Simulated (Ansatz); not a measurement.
Reaction (cleavage of the Si–B bond): `[SiH3]B[CH2][GaH2]` + HBr → `[SiH3]Br` + `B[CH2][GaH2]`

Isolated molecules relaxed with PBE0-D4/def2-TZVP in Ansatz; ΔE leaves out vibrations. CBS: MP2 limit from def2 TZ/QZ plus the TZ coupled-cluster correction, frozen cores. For Br, Ga outer-core shells are correlated without core-valence functions, which leaves a few kJ/mol of doubt a bond. Scalar relativity is left out up to krypton. One conformer a species, not always the lowest.

`[SiH3]B[CH2][GaH2]`:

Z-matrix (Å, degrees):
```
Si
B 1 2.018
H 1 1.490 2 113.9
H 1 1.493 2 109.9 3 120.5
H 1 1.497 2 111.4 3 -121.4
C 2 1.502 1 121.3 3 140.0
Ga 2 2.541 1 105.4 3 83.9
H 2 1.203 1 119.2 3 -34.8
H 6 1.092 2 121.4 1 167.1
H 6 1.093 2 121.1 1 17.3
H 7 1.564 2 88.4 1 -61.2
H 7 1.564 2 149.7 1 119.7
```

HBr:

Cartesian coordinates in Å:
```
Br -0.112 0.637 0.293
H 0.112 -0.637 -0.293
```

`[SiH3]Br`:

Cartesian coordinates in Å:
```
Si 0.106 0.051 0.114
Br -1.335 -0.637 -1.428
H -0.545 1.104 0.925
H 1.303 0.589 -0.572
H 0.471 -1.107 0.962
```

`B[CH2][GaH2]`:

Z-matrix (Å, degrees):
```
C
Ga 1 2.011
B 1 1.513 2 101.7
H 1 1.090 2 104.3 3 123.1
H 1 1.095 2 100.6 3 -119.7
H 2 1.567 1 119.2 3 77.0
H 2 1.567 1 118.2 3 -107.0
H 3 1.200 1 120.8 2 91.1
H 3 1.200 1 120.6 2 -83.7
```

```json
{"species": "`[SiH3]B[CH2][GaH2]`", "CCSD/CBS(def2) energy (Eh)": "-2280.61593"}
{"species": "HBr", "CCSD/CBS(def2) energy (Eh)": "-2573.91032"}
{"species": "`[SiH3]Br`", "CCSD/CBS(def2) energy (Eh)": "-2864.22044"}
{"species": "`B[CH2][GaH2]`", "CCSD/CBS(def2) energy (Eh)": "-1990.34628"}
```

Task: Work out ΔE.

Result: ΔE = (-2864.22044) + (-1990.34628) − (-2280.61593) − (-2573.91032) = -0.04047 Eh = -25.4 kcal/mol. CCSD(T)/CBS gives -24.3 kcal/mol.

Largest T1 diagnostic among the species: 0.013.

At CCSD(T), def2-SVP lies +2.9 kcal/mol from the extrapolated value and def2-TZVPP +1.3 kcal/mol. From r2SCAN to r2SCAN0 (25 % exact exchange), in def2-TZVPP and without D4, ΔE moves by −1.2 kcal/mol.
